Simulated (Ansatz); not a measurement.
Input file for Ansatz (an electronic-structure program): R-CCSD(T)/aug-cc-pVTZ on H3N3 (a complex), monomers drawn apart or pushed together.

Ansatz 0.2 input:
```yaml
crystal:
  periodic: [false, false, false]
  atoms:
    - {symbol: N, position_ang: [-0.07682120, -0.11839229, -0.35457497]}
    - {symbol: H, position_ang: [0.88079986, 0.15030491, -0.54933606]}
    - {symbol: H, position_ang: [-0.65972011, 0.69039443, -0.53695089]}
    - {symbol: H, position_ang: [-0.13922695, -0.31914769, 0.63667078]}
    - {symbol: N, position_ang: [-0.00854223, -0.05031668, 4.74727636]}
    - {symbol: N, position_ang: [-0.06695538, -0.18863978, 3.66699249]}
basis:
  gaussian:
    orbitals: aug-cc-pVTZ
magnetization: {spin_polarized: false}
correlation: {method: ccsd_t, electrons: outside_noble_gas}
scf: {lower_state_search: off}
```

Output:

```
WARN ansatz: RAYON_NUM_THREADS=1 ignored (pool sized by the plan → 1); use --threads N
Functional definition: HF
these checks for a lower state are left out or cut short: stability, starts, cluster_reference, orbital_swaps, neighbouring_geometries, increment
integrals: 0.89 GiB planned
1189 factors; integrals over basis functions are off by at most 1.1e-3 eV
mean field: 0.47 GiB planned
mean field evaluation 1: about -4493.1452 eV, gradient 3.4e1 eV
mean field evaluation 2: about -4493.1597 eV, gradient 3.4e1 eV
mean field evaluation 4: about -4495.4772 eV, gradient 2.3e0 eV
mean field evaluation 8: about -4495.4960 eV, gradient 2.6e-1 eV
mean field -4495.49619256 eV, -165.2064379197 hartree, gradient 4.1e-6 eV, S^2 0.000000; 0 other end points of the search recorded, 0 dependent functions left out
3 core orbitals not correlated
reference -4495.49619256 eV, -165.2064379197 hartree; 9, 9 occupied and 195, 195 virtual orbitals, 1189 factors
second order -16.83318674 eV of doubles, -0.00000000 eV of singles
coupled cluster: 1.19 GiB planned
cycle   1  -16.50991765 eV  change    3.2e-1 eV  update   9.2e-2
cycle   2  -16.99559523 eV  change   -4.9e-1 eV  update   2.8e-2
cycle   3  -17.08948115 eV  change   -9.4e-2 eV  update   1.1e-2
cycle   4  -17.09006877 eV  change   -5.9e-4 eV  update   2.7e-3
cycle   5  -17.09233729 eV  change   -2.3e-3 eV  update   8.8e-4
cycle   6  -17.09243302 eV  change   -9.6e-5 eV  update   2.2e-4
cycle   7  -17.09244908 eV  change   -1.6e-5 eV  update   8.6e-5
cycle   8  -17.09247580 eV  change   -2.7e-5 eV  update   2.9e-5
cycle   9  -17.09247574 eV  change    5.9e-8 eV  update   1.4e-5
perturbative correction -0.74416837 eV, -0.0273476830 hartree
Total energy: -4513.33283666 eV, -165.8619225005 hartree
Checks for a lower state left out: stability, starts, cluster_reference, orbital_swaps, neighbouring_geometries, increment
```

The run converged.

Cost: very roughly 4 core-minutes.
